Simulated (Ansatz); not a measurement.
Problem. Name a neutral molecule of N, O, Si, Zn and H with HOMO–LUMO gap (PBE/def2-TZVPP) between 4.05 and 4.35 eV and size of the dipole moment (ωB97M-V/def2-TZVPP) between 2.05 and 2.35 D (Ansatz, PBE0-D4/def2-TZVP geometry).

Solution. `[NH2][Zn][O][SiH3]` (4.20 eV, 2.28 D). Other molecules can fit too; these were computed, each in one conformer that needn't be the lowest.
